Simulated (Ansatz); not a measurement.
Molecule: CH5OSi, net charge 0, doublet state. It need not be the lowest isomer of its formula. SMILES: [CH2]O[SiH3]
Coordinates optimised at B3LYP-D3(BJ)/def2-TZVP (Ansatz, an electronic-structure program):
```xyz
8

Si     0.9337     0.3533     0.1764
O     -0.3539    -0.5172    -0.4117
C     -1.6427    -0.3591    -0.0181
H      2.0781     0.0100    -0.6869
H      1.2078    -0.0159     1.5839
H      0.6310     1.8029     0.1078
H     -1.9544     0.5968     0.3864
H     -2.3473    -1.0475    -0.4592
```
Charge 0, spin multiplicity 2.

Parts of the frozen-core correlation energy in cc-pV(5+d)Z (Ansatz, hartree). Frozen orbitals: 7; correlated occupied orbitals by spin: 10 and 9; virtual: 540 and 541. Open shells are spin-unrestricted. No spin-orbit coupling. Non-relativistic.

```csv
term,value
reference (HF),-404.63129
MP2 opposite-spin,-0.44515
MP2 same-spin,-0.11728
CCSD correlation,-0.58910
(T),-0.02181
T1 diagnostic,0.015
largest doubles amplitude,0.010
<S^2> of the reference,0.762
```
